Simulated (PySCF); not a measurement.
What builds the second ionisation energy along the third row

All values are computed (PySCF 2.14, energy differences of UHF-based or UKS calculations, no spin-orbit coupling). Each column adds one step, in eV (sums use unrounded values): valence MP2, valence CCSD, valence triples, then the next inner shell at CCSD(T) (Al 2s 2p, Si 2s 2p, P 2s 2p, S 2s 2p, Cl 2s 2p, Ar 2s 2p). References (NIST) marked * lie between the lowest fine-structure levels; the others compare directly ((s) semi-empirical, (t) theoretical).

| element | UHF | + MP2 | + CCSD | + (T) | + inner shell | sum | reference |
| --- | --- | --- | --- | --- | --- | --- | --- |
| Al [Ne] 3s2 → [Ne] 3s1 (aug-cc-pCVTZ-DK, spin-free X2C) | 17.551 | 0.763 | 0.315 | 0.000 | 0.124 | 18.754 | 18.829 |
| Si [Ne] 3s2 3p1 → [Ne] 3s2 (aug-cc-pCVTZ-DK, spin-free X2C) | 15.817 | 0.268 | 0.116 | 0.030 | 0.004 | 16.234 | 16.322 |
| P [Ne] 3s2 3p2 → [Ne] 3s2 3p1 (aug-cc-pCVTZ-DK, spin-free X2C) | 19.151 | 0.454 | 0.038 | 0.036 | 0.011 | 19.691 | 19.769 (s) * |
| S [Ne] 3s2 3p3 → [Ne] 3s2 3p2 (aug-cc-pCVTZ-DK, spin-free X2C) | 22.708 | 0.624 | -0.068 | 0.040 | 0.015 | 23.318 | 23.338 * |
| Cl [Ne] 3s2 3p4 → [Ne] 3s2 3p3 (aug-cc-pCVTZ-DK, spin-free X2C) | 22.572 | 0.792 | 0.111 | 0.032 | 0.026 | 23.533 | 23.771 |
| Ar [Ne] 3s2 3p5 → [Ne] 3s2 3p4 (aug-cc-pCVTZ-DK, spin-free X2C) | 26.352 | 1.009 | -0.035 | 0.039 | 0.024 | 27.390 | 27.630 * |

What remains against the references is mostly basis incompleteness and, for starred values, spin-orbit coupling.

**Question.** What share of the correlation contribution for Ar comes from the inner shell?

**Answer.** The four steps add to 1.037 eV, of which the inner shell gives 0.024 eV, or 2 %.
